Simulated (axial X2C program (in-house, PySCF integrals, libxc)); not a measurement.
GeO⁺: cheaper levels and CCSD(T), 2c

All values were computed with an in-house relativistic program for diatomic molecules. Two-component (2c) means X2C with spin–orbit coupling and atomic mean-field two-electron Coulomb and Gaunt terms. Basis: Ge dyall-cv3z [9s9p7d4f1g], O dyall-av3z [7s6p3d2f] (cores contracted in-house); Gaussian nuclei, density fitting, unrestricted open shells. Masses: Ge 73.921 u, O 15.995 u.

State: Ω = 3/2 (⟨Sz⟩ = 0.50, ⟨Lz⟩ = 1.00 at HF); fragments Ge+ + O.

```json
{"level": "PBE0", "Re (Å)": "1.768", "ωe (cm⁻¹)": "744.6", "De (eV)": "n/a"}
{"level": "HF", "Re (Å)": "1.740", "ωe (cm⁻¹)": "804.7", "De (eV)": "n/a"}
{"level": "CCSD", "Re (Å)": "1.768", "ωe (cm⁻¹)": "756.0", "De (eV)": "3.34"}
{"level": "PW91", "Re (Å)": "1.795", "ωe (cm⁻¹)": "695.0", "De (eV)": "n/a"}
```

Correlated methods: 9 electrons correlated (number of frozen shells: Ge 3 s, 2 p, 1 d; O 1 s), 235 virtual spin orbitals or spinors in MP2, 90 natural virtuals in coupled cluster.

CCSD(T), same Hamiltonian and basis:

Re = 1.777 Å, ωe = 736.6 cm⁻¹, De = 3.52 eV; T1 = 0.022 (Lee–Taylor normalisation).

**Question.** Give the differences from CCSD(T) in the columns below.

**Answer.** 

```
level  ΔRe (Å)  Δωe (cm⁻¹)  ΔDe (eV)
 PBE0   -0.009           8       n/a
   HF   -0.037          68       n/a
 CCSD   -0.009          19     -0.18
 PW91    0.018         -42       n/a
```

The state is one determinant whose occupation by symmetry is held fixed; it was picked as the lowest of a PBE0 search that is not exhaustive. Dissociation energies refer to the lowest single-determinant-based atoms at the same level and basis. De is not given where an atomic determinant may have missed its ground term or J level, or where the truncated virtual space spoils (T). Density functionals use the spin component along the axis (collinear). Coupled cluster ran in a truncated set of natural virtual spinors; the MP2 energy of the rest was added. (T) has no such correction and the atoms are truncated less, which lowers De at CCSD(T) by a hundredth of an eV or more. PBE0 can misorder states that lie within some tenths of an eV, so this need not be the ground state of the molecule. The nearest other 2c determinant of the search, Ω = 1/2, lies 0.04 eV up at the distance of the search. The functionals have no current-density term, which raises determinants with orbital currents, atoms included. At some level and bond length an empty orbital lies below a filled one. The determinant is spin-polarised beyond a pure state at some levels (its spin-free form has ⟨S²⟩ too high), which makes Re and μ there less reliable. The stretched end of a curve changes character and is left out. With the outer-core shells frozen, correlated bond lengths of heavy atoms tend to come out a few hundredths of an ångström too long.
